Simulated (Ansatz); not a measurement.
Ansatz (an electronic-structure program) input:
A basis named .json is the Basis Set Exchange file of that set.

Ansatz 0.2 input:
```yaml
crystal:
  periodic: [false, false, false]
  atoms:
    - {symbol: C, position_ang: [-2.75851032, 0.30192087, 0.25290794]}
    - {symbol: C, position_ang: [-1.75819783, 0.01719571, -0.60014806]}
    - {symbol: C, position_ang: [-0.62059479, -0.90966083, -0.22759901]}
    - {symbol: Ge, position_ang: [1.01909931, 0.12051637, 0.15176402]}
    - {symbol: H, position_ang: [-3.46554493, 1.00802966, -0.23472477]}
    - {symbol: H, position_ang: [-1.63536157, 0.43053649, -1.62089659]}
    - {symbol: H, position_ang: [-0.88324761, -1.44734828, 0.68702833]}
    - {symbol: H, position_ang: [-0.37167005, -1.63834553, -1.01037211]}
    - {symbol: H, position_ang: [0.86956629, 1.01145341, 1.40681402]}
    - {symbol: H, position_ang: [1.39057562, 1.06558497, -1.02405359]}
    - {symbol: H, position_ang: [2.30832173, -0.74316910, 0.38879068]}
basis:
  gaussian:
    orbitals: aug-cc-pVQZ
    fitting: {mean_field: def2-universal-jkfit, correlation: aug-cc-pVQZ-RIFIT.json}
total_charge: -1
magnetization: {spin_polarized: false}
correlation: {method: mp2, electrons: outside_noble_gas}
```

Question: Which total energy does the run end on?

Answer: -2193.71171 Eh (RI-MP2/aug-cc-pVQZ). The basis has 655 functions.

It need not be the lowest isomer of its formula. Whether it binds its extra electron was not tested at this geometry.
